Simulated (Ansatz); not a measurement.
H2MgO (SMILES [OH][MgH]) moved off its minimum; all values from Ansatz (a first-principles code), cores frozen in correlated methods.
(charge 0, multiplicity 1)
```xyz
4

Mg    -0.07638    -0.04548    -0.65935
H     -0.12828    -0.06441    -2.36611
O     -0.03918     0.05576     1.09499
H     -0.10966    -0.01699     1.94197
```

Forces at r2SCAN/def2-TZVPP (eV/Å):

```csv
atom,Fx,Fy,Fz
Mg1,-0.019,0.034,-0.252
H2,0.016,-0.014,0.133
O3,0.601,0.597,-7.369
H4,-0.598,-0.618,7.488
```

**Question.** Give the forces (eV/Å), the total energy and the dipole at CCSD(T)/def2-TZVPPD.

**Answer.** 
```
atom      Fx      Fy      Fz
----  ------  ------  ------
Mg1   -0.025   0.020  -0.510
H2     0.015  -0.016   0.098
O3     0.615   0.621  -7.128
H4    -0.605  -0.625   7.539
```
Energy -275.9992 hartree, dipole 0.62 D.
